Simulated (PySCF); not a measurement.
Gas-phase reaction: 2 SnCl2 + 2 FO ⇌ Sn2O2 + 2 Cl2 + 2 F, at 2500 K and a standard pressure of 1 bar. Level: LDA/def2-TZVP†.

Energies from PySCF, thermal terms from the rigid-rotor harmonic-oscillator model, ideal gas at 1 bar. † marks an energy on the PBE0/def2-TZVP geometry and frequencies. Open shells (unrestricted): FO (multiplicity 2, electronic degeneracy 4), F (multiplicity 2, electronic degeneracy 6); the rest are closed-shell singlets. Spin-orbit splitting is ignored; it lowers the true energy and changes the entropy of FO, F. Sn: scalar-relativistic def2 core potential, no spin-orbit coupling. Sn2O2: computed as isolated molecules; such fragments, hydroxides, amides, oligomers or adducts are transient or little studied in the gas. The harmonic model lacks anharmonicity and excited electronic states, which grow with temperature; levels with a mode under 35 cm⁻¹ are left out. Soft modes under 120 cm⁻¹ make the harmonic entropy rough for SnCl2.

```json
[
 {"species": "SnCl2", "E (Ha)": "-1131.56076", "H(2500 K) − E (kJ/mol)": "145.7", "S°(2500 K) (J/mol/K)": "427.7"},
 {"species": "FO", "E (Ha)": "-173.78787", "H(2500 K) − E (kJ/mol)": "94.3", "S°(2500 K) (J/mol/K)": "290.3"},
 {"species": "Sn2O2", "E (Ha)": "-577.53069", "H(2500 K) − E (kJ/mol)": "208.6", "S°(2500 K) (J/mol/K)": "481.3"},
 {"species": "Cl2", "E (Ha)": "-917.43189", "H(2500 K) − E (kJ/mol)": "93.7", "S°(2500 K) (J/mol/K)": "300.1"},
 {"species": "F", "E (Ha)": "-99.10742", "H(2500 K) − E (kJ/mol)": "52.0", "S°(2500 K) (J/mol/K)": "204.7"}
]
```
E: electronic energy; H − E holds the zero-point and thermal terms. 1 Ha = 2625.5 kJ/mol.

Work out ΔH°, ΔS°, ΔG° and log10 K from these numbers.

1. ΔE = 1×(-577.53069) + 2×(-917.43189) + 2×(-99.10742) − 2×(-1131.56076) − 2×(-173.78787) = 0.08795 Ha = 230.9 kJ.
2. Δ(H − E) = 1×(208.6) + 2×(93.7) + 2×(52.0) − 2×(145.7) − 2×(94.3) = 20.0 kJ, so ΔH° = 250.9 kJ.
3. ΔS° = 1×(481.3) + 2×(300.1) + 2×(204.7) − 2×(427.7) − 2×(290.3) = 54.9 J/K; the number of gas molecules changes by +1.
4. ΔG° = ΔH° − TΔS° = 250.9 − 2500×(54.9)/1000 = 113.7 kJ.
5. log10 K = −ΔG°/(RT ln 10) = -2.38, with RT ln 10 = 47.86 kJ/mol; at standard pressures the reactants are favoured.
6. A shift of 10 kJ in ΔE would move log10 K by 0.21 here.
7. Lowering the total pressure from 1 bar to 0.01 bar multiplies the mole-fraction quotient K_x = K (p/p°)^(−Δn) by 10^2, which pushes the balance towards the products.
For scale, ΔH°(298 K) is 231 kJ at this level, 136 kJ at ωB97M-V/def2-TZVP†, and runs from 47 to 283 kJ over the 18 levels computed.
